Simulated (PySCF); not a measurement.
## Working out the excitation energy of Se⁺

Se⁺ [Ar] 3d10 4s2 4p3 (4S) → Se⁺ [Ar] 3d10 4s2 4p2 5s1 (4P). All numbers are calculated (PySCF 2.14, the spin-free X2C one-electron Hamiltonian (Gaussian nucleus), in aug-cc-pVDZ-DK (6s5p3d, 36 functions)). Frozen: [Ar] 3d10. Energies in hartree (1 hartree = 27.21139 eV):

```tsv
part	Se⁺ (lower)	Se⁺ (upper)
UHF	-2427.647810	-2427.211170
CCSD correlation	-0.072142	-0.073012
(T)	-0.000822	-0.001182
```

Question: What does Hartree-Fock give?

Answer: (-2427.211170) − (-2427.647810) = 0.436640 hartree = 11.882 eV.

Question: What do CCSD and CCSD(T) give?

Answer: The CCSD correlation energies differ by -0.000870 hartree = -0.024 eV and the triples by -0.000360 hartree = -0.010 eV, so CCSD gives 11.858 eV and CCSD(T) 11.848 eV.

Measured between the centres of the two terms (NIST): 12.084 eV, so CCSD(T) (valence) is off by -0.236 eV.

A double-zeta basis recovers only part of the correlation energy.

What remains against the reference includes basis incompleteness, the frozen core and higher excitations.
